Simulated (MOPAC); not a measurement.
MOPAC input (PM6):

```
PM6 PRECISE GNORM=0.05 LET XYZ UHF MS=0.5 GEO-OK AUX(PRECISION=9) THREADS=1
C4H8N

C    -1.55364481 1    0.18472806 1    0.20260344 1
C    -0.56172745 1   -0.90153453 1    0.47540713 1
C     0.63354278 1   -0.01948338 1    0.28346519 1
C    -0.35075671 1    1.10833889 1   -0.15840770 1
N     1.59255528 1   -0.45090616 1   -0.73633612 1
H    -2.13461923 1    0.51483596 1    1.07201779 1
H    -2.26729897 1   -0.00367737 1   -0.60641601 1
H    -0.66023377 1   -1.95093463 1    0.72069776 1
H     1.12519854 1    0.22873018 1    1.23999417 1
H    -0.28278436 1    2.04227357 1    0.39805782 1
H    -0.26766294 1    1.30853319 1   -1.22479499 1
H     1.93548781 1   -1.38069350 1   -0.51955801 1
H     2.39954323 1    0.16498167 1   -0.74405393 1
```

Output:

```
 *******************************************************************************
 **                                                                           **
 **                              MOPAC v23.2.5                                **
 **                                                                           **
 *******************************************************************************
 ** MOPAC's Digital Object Identifier: https://doi.org/10.5281/zenodo.6511958 **
 **                                                                           **
 ** Please cite the open-source release paper for use of this MOPAC version:  **
 ** J. E. Moussa and J. J. P. Stewart (2026)                                  **
 ** MOPAC: An open-source semiempirical molecular orbital program             **
 ** J. Open Source Softw., 11(119), 8025, https://doi.org/10.21105/joss.08025 **
 *******************************************************************************

                              PM6 CALCULATION RESULTS

 *******************************************************************************
 *  PM6        - The PM6 Hamiltonian to be used
 *  GEO-OK     - OVERRIDE INTERATOMIC DISTANCE AND OTHER SAFETY CHECKS
 *  UHF        - UNRESTRICTED HARTREE-FOCK CALCULATION
 *  MS=        - IN MECI, MAGNETIC COMPONENT OF SPIN =  0.5
 *  LET        - OVERRIDE SOME SAFETY CHECKS
 *  PRECISE    - TIGHTER CRITERIA TO BE USED
 *  XYZ        - CARTESIAN COORDINATE SYSTEM TO BE USED
 *  GNORM      - EXIT WHEN GRADIENT NORM DROPS BELOW 0.050
 *  AUX        - OUTPUT AUXILIARY INFORMATION
 *******************************************************************************
PM6 PRECISE GNORM=0.05 LET XYZ UHF MS=0.5 GEO-OK AUX(PRECISION=9) THREADS=1
 C4H8N

   ATOM   CHEMICAL          X               Y               Z
  NUMBER   SYMBOL      (ANGSTROMS)     (ANGSTROMS)     (ANGSTROMS)

     1       C         -1.55364481  *   0.18472806  *   0.20260344  *
     2       C         -0.56172745  *  -0.90153453  *   0.47540713  *
     3       C          0.63354278  *  -0.01948338  *   0.28346519  *
     4       C         -0.35075671  *   1.10833889  *  -0.15840770  *
     5       N          1.59255528  *  -0.45090616  *  -0.73633612  *
     6       H         -2.13461923  *   0.51483596  *   1.07201779  *
     7       H         -2.26729897  *  -0.00367737  *  -0.60641601  *
     8       H         -0.66023377  *  -1.95093463  *   0.72069776  *
     9       H          1.12519854  *   0.22873018  *   1.23999417  *
    10       H         -0.28278436  *   2.04227357  *   0.39805782  *
    11       H         -0.26766294  *   1.30853319  *  -1.22479499  *
    12       H          1.93548781  *  -1.38069350  *  -0.51955801  *
    13       H          2.39954323  *   0.16498167  *  -0.74405393  *

          CARTESIAN COORDINATES

    NO.       ATOM           X           Y           Z

     1         C         -1.5536      0.1847      0.2026
     2         C         -0.5617     -0.9015      0.4754
     3         C          0.6335     -0.0195      0.2835
     4         C         -0.3508      1.1083     -0.1584
     5         N          1.5926     -0.4509     -0.7363
     6         H         -2.1346      0.5148      1.0720
     7         H         -2.2673     -0.0037     -0.6064
     8         H         -0.6602     -1.9509      0.7207
     9         H          1.1252      0.2287      1.2400
    10         H         -0.2828      2.0423      0.3981
[...]
    13       H          2.22592969  *  -1.11554206  *  -0.30987699  *

                             CARTESIAN COORDINATES

   1    C       -1.513655161     0.087621148     0.151802493
   2    C       -0.473180267    -0.869029754     0.619038081
   3    C        0.666320044     0.078661098     0.334757476
   4    C       -0.389760697     1.100482965    -0.207424565
   5    N        1.681052556    -0.330720979    -0.655964153
   6    H       -2.212279903     0.428055444     0.928757362
   7    H       -2.113431388    -0.259576174    -0.700716277
   8    H       -0.519789294    -1.849415392     0.994800919
   9    H        1.188137753     0.432817084     1.252308257
  10    H       -0.421802221     2.044920045     0.341571959
  11    H       -0.299369576     1.332957256    -1.272712355
  12    H        1.248105805    -0.626871816    -1.526114981
  13    H        2.225929690    -1.115542060    -0.309876987

           Empirical Formula: C4 H8 N  =    13 atoms

      MOLECULAR POINT GROUP   :   C1

          ALPHA EIGENVALUES
 -31.40695 -28.76274 -22.72836 -22.47052 -18.75873 -17.26152 -16.44049 -15.50901
 -13.85414 -13.64261 -12.44652 -12.06574 -11.58083  -9.66626  -9.15116   3.41906
   3.49177   3.63182   3.81915   5.18423   5.35282   5.62444   6.08778   6.13728
   6.16865   6.33260   6.45780   6.96140

           BETA EIGENVALUES
 -31.33074 -28.65954 -22.64576 -22.29025 -18.58756 -17.15255 -16.28587 -15.36838
 -13.71317 -13.47724 -12.27079 -11.97734 -11.49909  -9.41234   0.71521   3.43950
   3.59940   3.74661   4.12901   5.39843   5.43221   5.66884   6.12904   6.16882
   6.22910   6.44887   6.54978   6.97036

              NET ATOMIC CHARGES AND DIPOLE CONTRIBUTIONS

  ATOM NO.   TYPE          CHARGE      No. of ELECS.   s-Pop       p-Pop
    1          C          -0.271394        4.2714     1.08570     3.18569
    2          C          -0.255461        4.2555     1.16252     3.09294
    3          C           0.048433        3.9516     1.09080     2.86077
    4          C          -0.292155        4.2922     1.10297     3.18918
    5          N          -0.525827        5.5258     1.59890     3.92693
    6          H           0.149214        0.8508     0.85079
    7          H           0.148089        0.8519     0.85191
    8          H           0.148175        0.8518     0.85182
    9          H           0.140783        0.8592     0.85922
   10          H           0.141676        0.8583     0.85832
   11          H           0.147237        0.8528     0.85276
   12          H           0.210581        0.7894     0.78942
   13          H           0.210649        0.7894     0.78935
 DIPOLE           X         Y         Z       TOTAL
 POINT-CHG.    -0.630    -0.069     0.266     0.687
 HYBRID        -0.607    -1.007    -0.079     1.178
 SUM           -1.236    -1.076     0.187     1.649

          ATOMIC ORBITAL ELECTRON POPULATIONS

     Atom    s        px        py        pz
    1  C   1.08570   1.03122   1.03081   1.12367
    2  C   1.16252   1.01582   1.04156   1.03556
    3  C   1.09080   0.90864   0.96869   0.98344
    4  C   1.10297   0.99895   1.04894   1.14129
    5  N   1.59890   1.30106   1.47437   1.15150
    6  H   0.85079
    7  H   0.85191
    8  H   0.85182
    9  H   0.85922
   10  H   0.85832
   11  H   0.85276
   12  H   0.78942
   13  H   0.78935

                    (SZ)    =    0.500000
                    (S**2)  =    0.756300

          ATOMIC ORBITAL SPIN POPULATIONS

    Atom   Total    s     px     py     pz
         Atomic
    1  C -0.0587 -0.008 -0.018 -0.023 -0.010
    2  C  1.0487  0.028  0.055  0.154  0.812
    3  C -0.0674 -0.008 -0.020 -0.025 -0.015
    4  C  0.0106  0.002  0.004  0.003  0.001
    5  N  0.0324 -0.001  0.021  0.002  0.011
    6  H  0.0256  0.026
    7  H  0.0262  0.026
    8  H -0.0306 -0.031
    9  H  0.0194  0.019
   10  H -0.0010 -0.001
   11  H -0.0010 -0.001
   12  H -0.0020 -0.002
   13  H -0.0024 -0.002

 **********************
 *                    *
 * JOB ENDED NORMALLY *
 *                    *
 **********************

 == MOPAC DONE ==
```

The geometry given is a B3LYP-D3(BJ)/def2-TZVP minimum.
